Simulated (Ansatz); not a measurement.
A nudged elastic band was laid between two geometries of C3H6OSSe (12 atoms, charge 0, multiplicity 1).

Theory: RKS B3LYP/def2-SVP (Ansatz).

| Quantity | Value |
| --- | --- |
| movable images | 6 |
| climbing image | no |
| spring | 5.0 eV/Å² |
| optimiser | quadratic models (default) |
| start path | through a guess of the saddle point |
| force threshold | 0.05 eV/Å |
| iteration limit | 43 |
| end points | relaxed |

Initial state:

```xyz
12
Properties=species:S:1:pos:R:3
C 0.020 -1.364 -0.703
C -0.020 -0.126 0.185
S 1.655 0.361 0.823
C -0.644 1.066 -0.561
O -1.014 0.999 -1.699
Se -0.933 2.737 0.430
H 0.647 -1.188 -1.589
H 0.429 -2.221 -0.148
H -0.994 -1.622 -1.047
H -0.655 -0.297 1.070
H 1.789 -0.715 1.632
H -0.202 2.315 1.641
```

Final state:

```xyz
12
Properties=species:S:1:pos:R:3
C -0.115 -1.447 -0.569
C -0.091 -0.206 0.316
S 1.479 -0.019 1.276
C -0.348 1.069 -0.498
O -0.220 1.122 -1.690
Se -0.935 2.682 0.462
H 0.644 -1.379 -1.361
H 0.079 -2.345 0.034
H -1.097 -1.552 -1.059
H -0.855 -0.274 1.105
H 2.281 0.158 0.200
H -0.745 2.136 1.820
```

(1) Which bonds break or form, and what moves?

(2) What energy profile does the band end with?

(3) What is the geometry of the highest image?

The band took 12 iterations and roughly 11 core-minutes.

## Answers

(1) No bond is made or broken. The dihedral C1–C2–S3–H11 goes from -69 to 65°.

(2) The forces met the threshold. The highest image is number 3 of 0 to 7, 1.1 kcal/mol above the first end and 2.9 kcal/mol above the last; the last end lies 1.8 kcal/mol below the first. No image climbed, so the highest image needn't sit at the top of the path.

| image | path coordinate (Å) | energy (kcal/mol) | dihedral C1–C2–S3–H11 (°) |
| --- | --- | --- | --- |
| 0 | 0.00 | 0.0 | -69 |
| 1 | 0.40 | 0.2 | -57 |
| 2 | 0.80 | 0.6 | -41 |
| 3 | 1.20 | 1.1 | -22 |
| 4 | 1.60 | 1.0 | 2 |
| 5 | 2.01 | -0.1 | 26 |
| 6 | 2.41 | -1.3 | 47 |
| 7 | 2.81 | -1.8 | 65 |

(3) 
```xyz
12
Properties=species:S:1:pos:R:3:forces:R:3
C -0.011 -1.359 -0.587 0.00 -0.01 0.00
C -0.055 -0.093 0.260 0.00 0.00 -0.01
S 1.608 0.359 0.976 0.00 0.01 -0.01
C -0.509 1.110 -0.574 0.00 0.00 -0.02
O -0.589 1.104 -1.769 -0.02 -0.01 0.02
Se -0.994 2.747 0.403 0.00 0.01 0.01
H 0.703 -1.252 -1.416 0.00 0.00 -0.01
H 0.277 -2.224 0.029 0.00 0.00 0.00
H -1.004 -1.561 -1.019 0.00 0.00 0.00
H -0.757 -0.214 1.100 0.00 0.00 0.00
H 2.130 -0.885 0.879 -0.01 -0.01 0.03
H -0.723 2.214 1.753 0.01 0.00 0.00
```

Run time: 5.5 min on 2 threads of AMD EPYC 7B13 (Zen 3) (shared host), peak memory 0.45 GiB.
